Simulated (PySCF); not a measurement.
Ionisation energy of Ge²⁺ by level of theory

Ge²⁺ [Ar] 3d10 4s2 (1S) → Ge³⁺ [Ar] 3d10 4s1 (2S), as a difference of total energies. Calculation: PySCF 2.14, in def2-TZVP; no relativity, point nucleus. Correlated levels: valence: [Ar] 3d10 frozen. The calculations carry no spin-orbit coupling.

Order these methods by the ionisation energy they give, lowest first.
A. CCSD (valence)
B. BP86
C. MP2 (valence)
D. r2SCAN

C (32.490 eV), A (32.796 eV), D (33.484 eV), B (33.985 eV).

These non-relativistic numbers lack the scalar-relativistic shift.

Errors of the correlated levels include the incompleteness of this basis and the frozen core.

With two correlated electrons CCSD is exact in that space.

For comparison: 34.058 eV (measured; NIST Atomic Spectra Database, ionization energies).
